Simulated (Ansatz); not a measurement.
`[F][Al]([SiH3])[SH]` + `C=C=C(N)F` → `C=C=C(N)[SiH3]` + `[F][Al]([F])[SH]`  (formal exchange of groups at the Si–Al bond)

Computed with Ansatz on PBE0-D4/def2-TZVP structures; ΔE is electronic, products minus reactants. CCSD(T)/CBS adds triple-zeta CCSD(T) − MP2 to the extrapolated MP2 energy (def2 sets, frozen cores). Functionals use def2-TZVPP. B3LYP here is the variant with VWN-RPA as its local correlation; programs differ in this. HSE06 is defined as in plane-wave codes. One conformer a species, not always the lowest.

Problem. Is it downhill or uphill in electronic energy at CCSD(T)/CBS, and by how much? (Best estimate.)

Solution. The calculation gave: Downhill: ΔE = -256.8 kJ/mol.

Problem. What do these levels give: r2SCAN-D4, B3LYP-D4, r2SCAN0-D4, BHLYP-D4, CAM-B3LYP-D4, B2PLYP, HSE06, CAM-B3LYP, RPA@PBE/def2-TZVPP, MP2/def2-SVP, CCSD(T)/def2-SVP, SCS-MP2/def2-TZVPP? (Best estimate.)

Solution. Computed: r2SCAN-D4 -239.9, B3LYP-D4 -243.2, r2SCAN0-D4 -243.7, BHLYP-D4 -250.7, CAM-B3LYP-D4 -244.5, B2PLYP -251.0, HSE06 -224.2, CAM-B3LYP -241.4, RPA@PBE/def2-TZVPP -241.6, MP2/def2-SVP -252.3, CCSD(T)/def2-SVP -232.2, SCS-MP2/def2-TZVPP -264.9 kJ/mol.

Largest T1 diagnostic among the species: 0.013.

Leaving LDA and LC-ωPBE aside and taking each functional with its dispersion term where it has one, the values, not all of them listed here, spread over 31.7 kJ/mol, from B2PLYP to PBE-D4. From PBE to PBE0 (25 % exact exchange), in def2-TZVPP and without D4, ΔE moves by −9.0 kJ/mol.
